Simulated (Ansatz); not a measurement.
CH4Si, SMILES `C=[SiH2]` (lower singlet) (charge 0, multiplicity 1). This singlet lies 1.67 eV below the relaxed triplet at the level composite: frozen-core CCSD(T) with HF/cc-pVQZ and the correlation energy extrapolated as X^-3 from cc-pVTZ and cc-pVQZ, plus CCSDT(Q) minus CCSD(T) in cc-pVDZ // B3LYP-D3(BJ)/def2-TZVP (Ansatz, a quantum-chemistry and plane-wave program).

All values below come from frozen-core CCSD(T)/cc-pVQZ // B3LYP-D3(BJ)/def2-TZVP (Ansatz).

Ansatz 0.2 input:
```yaml
crystal:
  periodic: [false, false, false]
  atoms:
    - { symbol: C, position_ang: [-0.921475, 0.032695, 0.034262] }
    - { symbol: Si, position_ang: [0.77717, -0.027572, -0.0289] }
    - { symbol: H, position_ang: [-1.451263, 0.702275, 0.699293] }
    - { symbol: H, position_ang: [-1.545186, -0.595957, -0.587878] }
    - { symbol: H, position_ang: [1.634026, 0.824093, 0.813828] }
    - { symbol: H, position_ang: [1.50673, -0.935534, -0.930605] }
basis:
  gaussian: { orbitals: cc-pVQZ }
correlation:
  method: ccsd_t
```

Output:

```
Functional definition: HF
1352 factors; integrals over basis functions are off by at most 6.1e-4 eV
mean field evaluation 1: about -8952.2060 eV, gradient 3.2e1 eV
mean field evaluation 2: about -8952.2072 eV, gradient 3.2e1 eV
mean field evaluation 4: about -8955.0709 eV, gradient 2.7e0 eV
mean field evaluation 8: about -8955.1196 eV, gradient 2.7e-1 eV
mean field evaluation 16: about -8952.2044 eV, gradient 3.2e1 eV
mean field -8955.12029228 eV, -329.0946007427 hartree, gradient 1.8e-6 eV, S^2 0.000000; 0 other end points of the search recorded, 0 dependent functions left out; unrestricted orbitals would lower it
6 core orbitals not correlated
reference -8955.12029228 eV, -329.0946007427 hartree; 6, 6 occupied and 222, 222 virtual orbitals, 1352 factors
second order -8.56235740 eV of doubles, -0.00000000 eV of singles
cycle   1  -8.92591615 eV  change   -3.6e-1 eV  update   7.4e-2
cycle   2  -9.21248721 eV  change   -2.9e-1 eV  update   2.6e-2
cycle   3  -9.27111948 eV  change   -5.9e-2 eV  update   1.2e-2
cycle   4  -9.26771822 eV  change    3.4e-3 eV  update   3.6e-3
cycle   5  -9.26816342 eV  change   -4.5e-4 eV  update   1.1e-3
cycle   6  -9.26811480 eV  change    4.9e-5 eV  update   4.2e-4
cycle   7  -9.26816251 eV  change   -4.8e-5 eV  update   1.9e-4
cycle   8  -9.26821544 eV  change   -5.3e-5 eV  update   5.9e-5
cycle   9  -9.26820490 eV  change    1.1e-5 eV  update   1.7e-5
cycle  10  -9.26819509 eV  change    9.8e-6 eV  update   3.9e-6
perturbative correction -0.42718259 eV, -0.0156986706 hartree
Total energy: -8964.81566996 eV, -329.4508993008 hartree
```
